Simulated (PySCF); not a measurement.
**Question.** Write a Z-matrix for `COC/P=C(\F)C(C)C` as optimised with PBE0-D3(BJ)/def2-SVP.

**Answer.** 
Z-matrix in Å and degrees, rows numbered from 1:
```
C 
O   1  1.3949
C   2  1.3934  1  113.65
P   3  1.8886  2  111.69  1   -73.58
C   4  1.6838  3  100.87  2   151.60
F   5  1.3432  4  123.37  3    -1.05
C   5  1.4969  4  124.66  3   177.64
C   7  1.5300  5  110.60  4   120.15
C   7  1.5304  5  110.54  4  -115.51
H   1  1.1086  2  112.09  3    60.59
H   1  1.1083  2  111.79  3   -60.52
H   1  1.0986  2  107.83  3   179.94
H   3  1.1068  2  112.18  1    50.70
H   3  1.1016  2  106.98  1   168.76
H   7  1.1030  5  106.15  4     2.23
H   8  1.1000  7  111.10  5   -59.49
H   8  1.1004  7  110.70  5    60.71
H   8  1.1004  7  110.43  5  -179.70
H   9  1.1004  7  110.46  5   178.68
H   9  1.0999  7  111.02  5    58.47
H   9  1.1006  7  110.70  5   -61.67
```

The C–P distances run from 1.684 Å (P4=C5, drawn double) to 1.889 Å (C3–P4, drawn single), a spread of 0.205 Å. O2 (ether oxygen) is bent (angle 113.6°). The C–C distances run from 1.497 Å (C5–C7, drawn single) to 1.530 Å (C7–C9, drawn single), a spread of 0.033 Å. Of the pairs four or more bonds apart, F6···H13 is among the closest relative to their van der Waals radii: 2.36 Å, 89 % of the sum of Bondi's values.

Computed, not measured: PBE0-D3(BJ)/def2-SVP geometry optimisation, gas phase (PySCF).

Point group: C1 (no symmetry element, even within 0.4 Å). PBE0-D3(BJ)/def2-SVP frequencies: not computed here. One conformer, not necessarily the lowest (C1–O2–C3–P4 -74°, O2–C3–P4–C5 152°, P4–C5–C7–C8 120°).
